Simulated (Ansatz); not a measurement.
B2Cl2F2H2 can be A, `F[B@H-]1[Cl+][B@H-](F)[Cl+]1`, or B, `Cl[B@H-]1[F+][B@H-](Cl)[F+]1`.

Calculated with Ansatz (gas phase, PBE0-D4/def2-TZVP geometries, no zero-point term in ΔE). CCSD(T)/CBS adds triple-zeta CCSD(T) − MP2 to the extrapolated MP2 energy (def2 sets, frozen cores). Functionals use def2-TZVPP. B3LYP here is the variant with VWN-RPA as its local correlation; programs differ in this.

A:

```xyz
8

F    -0.179   -2.291   -0.135
B    -0.767   -1.112    0.011
Cl    0.135   -0.079    1.443
B     0.767    1.111   -0.011
F     0.239    2.318    0.130
Cl   -0.188    0.115   -1.435
H    -1.944   -1.018    0.149
H     1.937    0.957   -0.153
```

B:

```xyz
8

Cl    0.270   -0.681    2.402
B    -0.428    0.147    1.020
F     0.657    0.817    0.158
B     0.428   -0.147   -1.020
Cl   -0.270    0.680   -2.403
F    -0.657   -0.817   -0.158
H    -1.357    0.868    1.159
H     1.357   -0.868   -1.158
```

Which is lower in electronic energy at CCSD(T)/CBS, and by how much? (An estimate is asked.)

Computed: A, by 17.1 kJ/mol.

Give E(B) − E(A) in kJ/mol with r2SCAN-D4, CCSD(T)/def2-SVP, MP2/def2-TZVPP, CCSD/def2-TZVPP, B2PLYP, LDA (SPW92), B3LYP. (An estimate is asked.)

The calculation gave: r2SCAN-D4 25.4, CCSD(T)/def2-SVP 7.3, MP2/def2-TZVPP 15.4, CCSD/def2-TZVPP 5.8, B2PLYP 15.8, LDA (SPW92) 31.6, B3LYP 19.4. None reverses the order clearly.

Does the order hold for the free energy at 298.15 K (harmonic terms from PBE0-D4)? (Best estimate.)

Computed: Yes: G(B) − G(A) = +22.6 kJ/mol. Modes under 60 cm⁻¹, often nearly free rotors, make the harmonic entropy too high.

Largest T1 diagnostic: 0.012.

In def2-TZVPP, CCSD(T) changes the Hartree–Fock value by +11.5 kJ/mol (the triples alone add +4.3 kJ/mol) and MP2 by +16.9 kJ/mol. The D4 term adds +3.9 kJ/mol with B3LYP and +1.8 kJ/mol with PBE0; it sums over pairs of atoms, weighted by their polarisabilities, and B3LYP, whose exchange is more repulsive, gets the larger term.
